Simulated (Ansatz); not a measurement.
Q: Predict a relaxed structure of `CC(F)(F)C(F)(F)C(F)(F)C(F)(F)C(F)(F)C(F)(F)C(F)(F)C(F)(F)C(F)(F)C(F)(F)C(F)(F)C(C)(F)F`, charge 0, singlet, at PBE-D4/def2-SVP (Ansatz).

A: 
Cartesian coordinates in Å:
```
C 5.2781 -4.8341 0.3686
C 4.9184 -3.5047 0.9896
F 4.6769 -3.6737 2.3253
F 5.9542 -2.6162 0.8718
C 3.6347 -2.8106 0.4109
F 3.1944 -1.8947 1.3071
F 2.6730 -3.7645 0.2551
C 3.8371 -2.0727 -0.9508
F 4.5298 -2.8937 -1.7949
F 4.5589 -0.9520 -0.7520
C 2.5310 -1.6894 -1.7472
F 2.9595 -1.0023 -2.8376
F 1.9297 -2.8273 -2.1557
C 1.4865 -0.8049 -0.9856
F 2.1398 0.1657 -0.3026
F 0.8160 -1.5978 -0.1155
C 0.4593 -0.1141 -1.9454
F 1.0718 0.8994 -2.5919
F 0.0405 -1.0302 -2.8565
C -0.8583 0.4448 -1.2799
F -1.5289 1.0660 -2.2824
F -1.5916 -0.6042 -0.8433
C -0.6662 1.4555 -0.1066
F -0.2490 0.7800 0.9881
F 0.2917 2.3493 -0.4631
C -1.9216 2.3274 0.2878
F -1.5327 3.0374 1.3768
F -2.1762 3.1778 -0.7308
C -3.2259 1.5471 0.6387
F -2.8944 0.4970 1.4355
F -3.7659 1.0723 -0.5081
C -4.3367 2.3418 1.4168
F -3.8872 2.5956 2.6714
F -5.3903 1.4804 1.5080
C -4.8619 3.6730 0.8023
C -6.0860 4.2025 1.5133
F -5.1322 3.4506 -0.5199
F -3.8478 4.5906 0.8716
H 4.4450 -5.5474 0.5035
H 5.4939 -4.7204 -0.7078
H 6.1767 -5.2166 0.8884
H -5.8583 4.3628 2.5831
H -6.3631 5.1665 1.0474
H -6.9227 3.4879 1.4166
```
 This is one stationary point.

Single mean-field runs in def2-SVP are fitted with def2-universal-jkfit.
